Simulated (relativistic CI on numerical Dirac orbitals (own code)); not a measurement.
**Ni2+ in a cubic cluster: 2p photoemission with charge transfer**

Computed with a charge-transfer multiplet model of a cubic metal-ligand cluster with up to 2 ligand holes, Slater and spin-orbit integrals from Dirac-Coulomb-Breit ions, Slater integrals scaled by 0.7. The ground state mixes d8 with configurations of k ligand holes L, whose averages lie at kΔ + k(k − 1)U_dd/2; a core hole lowers each added d electron by U_cd. 300 K, Lorentzian 0.6 eV and Gaussian 0.8 eV FWHM.

Atomic integrals in eV (Slater integrals scaled, ζ unscaled), ground: F2dd 8.519, F4dd 5.287, zeta_d 0.080; with the core hole: F2dd 9.781, F4dd 6.109, zeta_d 0.114, zeta_core 11.406, F2cd 5.866, G1cd 4.475, G3cd 2.546.

Cluster parameters (eV): Δ = 2, U_cd = 7.7, 10Dq = 1, 10Dq(ligand) = 0.2, V(eg) = 1.35, V(t2g) = -0.72, final-state hopping factor = 1.

```
         Case   n_d    d8   d9L  d10L2     S
U_dd = 3.9 eV  8.19  0.82  0.18   0.01  1.00
  U_dd = 6 eV  8.18  0.82  0.17   0.00  1.00
U_dd = 6.7 eV  8.18  0.82  0.17   0.00  1.00
U_dd = 7.4 eV  8.18  0.82  0.17   0.00  1.00
U_dd = 8.1 eV  8.18  0.83  0.17   0.00  1.00
```

Weights, n_d and S are thermal averages at 300 K. Binding energies count from the first peak over 30 % of the highest in each spectrum, which can be another peak from case to case. The parameters are a model scan and need not match a compound or its usual spin state. Peaks in eV (height, largest 100):
- U_dd = 3.9 eV: 0.0 (100), 3.4 (75), 4.5 (77), 6.7 (69), 7.4 (70), 17.3 (46), 21.1 (62), 25.2 (57)
- U_dd = 6 eV: 0.0 (100), 4.3 (73), 6.8 (50), 17.4 (47), 21.4 (38), 24.6 (41)
- U_dd = 6.7 eV: 0.0 (100), 4.4 (74), 6.7 (46), 17.4 (47), 21.6 (35), 24.4 (39)
- U_dd = 7.4 eV: 0.0 (100), 2.5 (15), 4.7 (76), 6.7 (41), 17.4 (47), 22.0 (35), 24.4 (36)
- U_dd = 8.1 eV: 0.0 (100), 2.6 (17), 5.1 (78), 6.8 (37), 17.5 (47), 22.5 (37), 24.5 (33)

For the case U_dd = 6 eV, Δ = 2 eV is smaller than U_dd = 6 eV, the charge-transfer side of the Zaanen-Sawatzky-Allen scheme. With the core hole the average of the configuration with one ligand hole lies at Δ − U_cd = -5.7 eV before mixing: it lies below the unscreened one, so the lowest final states are mostly screened and the unscreened weight appears at higher binding energy as a satellite.
